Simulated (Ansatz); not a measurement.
Cost and result for the atomization energy of `[SiH3]S[SiH](Cl)Cl` (9 atoms, 8 bonds).

```xyz
9

Si   -0.6116   -1.5346   -0.1779
S    -0.6623    0.0178    1.3118
Si    0.4961    1.5154    0.3867
Cl   -0.3130    2.1280   -1.3865
Cl    2.4012    0.8858    0.0013
H     0.7793   -1.9836   -0.4181
H    -1.2251   -1.0662   -1.4422
H    -1.4159   -2.6267    0.4178
H     0.5513    2.6640    1.3070
```

Total charge 0; spin multiplicity 1. The structure was optimised at the PBE0-D4/def2-TZVP level. It is one conformer, not always the lowest. Program: Ansatz. All runs use 4 threads of an Arm Neoverse V2 on a shared host. Times are those of one run each, without the atoms' runs, and a repeat can differ threefold. Electronic energies, without spin–orbit coupling; frozen cores. CCSD(T)/CBS adds CCSD(T) − MP2 in def2-TZVPP to the MP2 limit, and its time is that of the two runs behind it. T1 = 0.010. B3LYP takes the VWN-RPA correlation (the form of Gaussian; ORCA's B3LYP/G).

CCSD(T)/CBS is a level of theory with its own doubt, some kJ/mol a heavy atom from the limit and from the frozen cores, so smaller differences don't rank the functionals.

```csv
level,functions,wall time,atomization (kJ/mol),difference from CCSD(T)/CBS,per bond
PBE-D4/def2-TZVPP (with forces),266,3 s,2779.5,-10.1,-1.3
PBE0-D4/def2-TZVPP,266,4.7 s,2766.3,-23.3,-2.9
B2PLYP/def2-TZVPP,266,6.5 s,2715.6,-74.0,-9.3
r2SCAN-D4/def2-TZVPP (with forces),266,6.5 s,2798.0,8.4,1.0
B3LYP-D4/def2-TZVPP (with forces),266,7 s,2750.4,-39.2,-4.9
ωB97X-V/def2-TZVPP,266,10 s,2811.7,22.1,2.8
ωB97M-V/def2-TZVPP (with forces),266,15 s,2802.4,12.8,1.6
MP2/def2-QZVPP,470,24 s,2799.0,9.4,1.2
CCSD(T)/def2-TZVPP,266,2.5 min,2691.1,-98.5,-12.3
CCSD(T)/CBS(def2),–,2.9 min,2789.6,0.0,0.0
```

From PBE to PBE0 (25 % exact exchange), in def2-TZVPP and without D4, the atomization energy moves by −8.4 kJ/mol: exact exchange takes away binding that semilocal exchange gives to molecules. In def2-TZVPP, CCSD(T) changes the Hartree–Fock value by +612.0 kJ/mol (the triples alone add +45.1 kJ/mol) and MP2 by +661.6 kJ/mol; breaking electron pairs costs correlation energy, which Hartree–Fock lacks. The D4 term adds +57.1 kJ/mol with B3LYP and +30.1 kJ/mol with PBE0; it sums over pairs of atoms, weighted by their polarisabilities, and B3LYP, whose exchange is more repulsive, gets the larger term.
